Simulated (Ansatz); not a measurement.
Mulliken charges of C2H5AlCl2 (`C[CH2][Al]([Cl])[Cl]`) from PBE/def2-TZVPP in Ansatz (PBE0-D4/def2-TZVP geometry).

```
atom   x (Å)   y (Å)   z (Å)  charge (e)
  C1  -0.310  -1.047   0.828      -0.240
  C2   0.358   0.288   0.507      -0.272
 Al3   0.109   0.949  -1.299       0.516
 Cl4  -1.001  -0.115  -2.718      -0.223
 Cl5   0.943   2.763  -1.919      -0.221
  H6  -0.121  -1.352   1.861       0.083
  H7   0.052  -1.848   0.179       0.088
  H8  -1.394  -1.000   0.695       0.088
  H9   0.007   1.074   1.187       0.091
 H10   1.440   0.235   0.681       0.090
```

Q: By hand: the dipole of these point charges (1 e Å = 4.8032 D).

A: Σ q r = (0.050, -0.166, 0.424) e Å, of length 0.458 e Å = 2.20 D.

Q: How does the dipole of the full density compare? (Best estimate.)

A: Computed: (0.049, -0.160, 0.405) e Å, 2.10 D; the point charges give 1.05 times that, at 0° from its direction.

Point charges leave out the atoms' own dipoles, such as those of lone pairs, and Mulliken's split depends on the basis, so the close match here is no proof of good charges.
